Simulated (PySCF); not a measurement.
# How the method changes the shape and vibrations of AlBClHN

All numbers below are calculated, not measured. They come from PySCF 2.14.0, an open-source quantum chemistry program, on an isolated molecule that a program drew, which may never have been made. The molecule is AlBClHN (charge 0, doublet), drawn as the SMILES string `B=[N][Al][Cl]`.

The geometry was optimised and harmonic frequencies were computed with HF and MP2, all in the cc-pV(D+d)Z basis, for the commonest isotopes, with a restricted reference for singlets and an unrestricted one otherwise, and a frozen core in MP2. Each result is a local minimum of its method.

Geometry at the HF minimum:
```xyz
5
AlBClHN, angstrom
B    -0.1592   -1.5350   -0.7723
N    -1.2037   -1.3618   -1.4344
Al   -2.6244   -1.0741   -2.4368
Cl   -4.5228   -1.7420   -1.7335
H     0.8187   -1.6997   -0.1471
```

Lengths of the bonds as drawn, in Å (atoms numbered as above):
```
   bond     HF    MP2
  B1-N2  1.249  1.276
 N2-Al3  1.762  1.791
Al3-Cl4  2.132  2.121
  B1-H5  1.172  1.181
```

Rotational constants, in GHz:
| constant | HF | MP2 |
|---|---|---|
| A | 19.02 | 20.19 |
| B | 2.124 | 2.058 |
| C | 1.91 | 1.868 |

Harmonic frequencies in cm^-1, each column in rising order, so a row needn't be the same motion in every method:
| rank | HF | MP2 |
|---|---|---|
| 1 | 98 | 88 |
| 2 | 151 | 123 |
| 3 | 248 | 228 |
| 4 | 494 | 497 |
| 5 | 717 | 673 |
| 6 | 828 | 721 |
| 7 | 838 | 736 |
| 8 | 1938 | ? |
| 9 | 2983 | 2900 |

**Estimate the missing MP2 frequency from the HF column.**

A single factor s that minimises the squared misfit of MP2 against s times HF over the other rows is sum(HF x MP2) / sum(HF^2) = 0.9585, with an rms misfit of 40 cm^-1. For rank 8 it gives 0.9585 x 1938 = 1858 cm^-1. The calculation gives 1795 cm^-1, 63 cm^-1 below the estimate. The drawn bonds are on average 1.0 % longer in MP2 than in HF.
